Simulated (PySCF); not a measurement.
Input file for PySCF: R-B3LYP/3-21G on H3NSeTe (SMILES N[Te][SeH]), a point of a torsion scan.

```python
from pyscf import gto, scf, dft, mp
from pyscf.data.elements import chemcore

mol = gto.M(
    atom='''
    N    -1.16243967    0.14587005   -0.09263701
    Te    0.07883491   -0.95674985    1.07880266
    Se    2.03888102   -0.50229945   -0.44571341
    H    -1.95065504   -0.39308500   -0.42136250
    H    -1.52232809    0.96232186    0.38133744
    H     3.02370629   -0.56972880    0.60761867
    ''',
    basis='3-21g',
    charge=0, spin=0, verbose=3, max_memory=1800)
mf = dft.RKS(mol, xc='b3lyp')
mf.conv_tol = 1e-8
mf.max_cycle = 100
mf.kernel()
if not mf.converged:
    mf = mf.newton().run(mf.mo_coeff, mf.mo_occ)
```

Predict the final total energy.

-9031.7917 hartree.
